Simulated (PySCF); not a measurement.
GeH₃O₃, SMILES [OH][Ge]([OH])[OH], multiplicity 2. Geometry: B3LYP-D3(BJ)/def2-SVP. The isomer is the one that the SMILES or the coordinates give; other isomers of the formula were not compared. Other conformers were not sampled.

Computed equilibrium geometry at B3LYP-D3(BJ)/def2-SVP (PySCF confirms it by a frequency run) as a Z-matrix, and its point group (one conformer of several):
point group C3.
```
Ge
O 1 1.7936
H 2 0.9685 1 112.18
O 1 1.7936 2 106.13 3 -166.13
H 4 0.9685 1 112.18 2 -53.50
O 1 1.7936 2 106.13 3 -53.50
H 6 0.9685 1 112.18 2 -166.13
```
Charge 0, spin multiplicity 2.
